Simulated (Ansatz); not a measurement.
All numbers were calculated with Ansatz.

A structure relaxed at PBE0-D4/def2-TZVP, charge 0, multiplicity 1:

```xyz
10

O     0.832    0.650   -1.348
C     1.176    0.720   -0.033
F     1.898    1.855    0.224
S    -0.254    0.783    1.113
Si   -1.235   -0.996    0.439
H     0.170    1.329   -1.530
H     1.809   -0.141    0.189
H    -1.909   -0.808   -0.868
H    -0.245   -2.098    0.331
H    -2.242   -1.294    1.485
```

Q: Give its formula and SMILES.

A: CH5FOSSi, `OC(F)S[SiH3]`.

Q: Summarise the bond lengths by kind.

A: 1 × C–O 1.361 Å; 1 × H–O 0.965 Å; 1 × C–F 1.369 Å; 1 × C–S 1.834 Å; 1 × C–H 1.091 Å; 1 × S–Si 2.140 Å; 3 × H–Si 1.482 to 1.485 Å.
